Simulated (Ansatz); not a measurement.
A nudged elastic band was laid between two geometries of BrH + ClGaH4N2 (10 atoms, charge 0, multiplicity 1).

Theory: RKS PBE-D4/def2-SVP (Ansatz).

```yaml
movable_images: 6
climbing_image: no
spring: 5.0 eV/Å²
optimiser: quadratic models (default)
start_path: through a guess of the saddle point
force_threshold: 0.05 eV/Å
iteration_limit: 60
end_points: relaxed
```

Initial state:

```xyz
10
Properties=species:S:1:pos:R:3
Ga 0.009 -0.094 -0.182
Cl 0.016 -0.619 1.973
N 1.644 -0.203 -0.995
H 2.446 -0.038 -0.379
H 1.769 0.337 -1.857
N -1.647 -0.149 -0.949
H -2.440 0.011 -0.321
H -1.793 0.364 -1.823
Br 0.111 2.859 1.285
H 0.075 1.573 1.995
```

Final state:

```xyz
10
Properties=species:S:1:pos:R:3
Ga 0.019 0.694 -0.509
Cl 0.041 -0.202 2.462
N 1.644 0.129 -1.134
H 1.761 -0.875 -1.304
H 2.460 0.484 -0.628
N -1.637 0.178 -1.092
H -1.792 -0.823 -1.247
H -2.428 0.565 -0.568
Br 0.066 2.793 0.572
H 0.057 1.097 2.195
```

Task: What changes between the two ends?

Result: Bonds broken: Ga1–Cl2, Br9–H10. Bonds formed: Ga1–Br9, Cl2–H10. BrH + ClGaH4N2 becomes BrGaH4N2 + ClH.

Task: What energy profile does the band end with?

Result: The forces met the threshold. The highest image is number 2 of 0 to 7, 1.6 kcal/mol above the first end and 3.2 kcal/mol above the last; the last end lies 1.5 kcal/mol below the first. No image climbed, so the highest image needn't sit at the top of the path. The orbitals stay closed-shell, which can raise the energy where a bond breaks towards radicals; this wasn't checked here.

```
image  path coordinate (Å)  energy (kcal/mol)  Ga1–Cl2 (Å)  Br9–H10 (Å)  Ga1–Br9 (Å)
    0                 0.00                0.0         2.22         1.47         3.30
    1                 0.82                0.8         2.23         1.47         3.18
    2                 1.64                1.6         2.25         1.48         3.06
    3                 2.47                1.4         2.26         1.48         2.99
    4                 3.29                0.2         2.62         2.01         2.47
    5                 4.11               -0.4         2.89         2.29         2.40
    6                 4.93               -0.9         3.02         2.33         2.38
    7                 5.75               -1.5         3.10         2.35         2.36
```

Task: What is the geometry of the highest image?

Result: 
```xyz
10
Properties=species:S:1:pos:R:3:forces:R:3
Ga -0.017 0.009 -0.188 0.00 0.00 0.00
Cl -0.012 -0.521 1.999 0.00 0.00 0.00
N 1.568 0.072 -1.148 0.00 0.00 0.00
H 2.192 -0.701 -0.879 0.00 0.00 0.00
H 2.083 0.936 -0.932 0.00 0.00 0.00
N -1.677 -0.200 -0.896 0.00 0.00 0.00
H -2.495 -0.123 -0.288 0.00 0.00 0.00
H -1.871 0.168 -1.830 0.00 0.00 0.00
Br 0.237 2.804 1.026 0.00 0.00 0.00
H 0.181 1.598 1.884 0.00 0.00 0.00
```

Time of the run: 4.4 min on 4 threads of Intel(R) Xeon(R) Platinum 8259CL CPU @ 2.50GHz (Skylake/Cascade Lake) (shared host), peak memory 0.29 GiB.
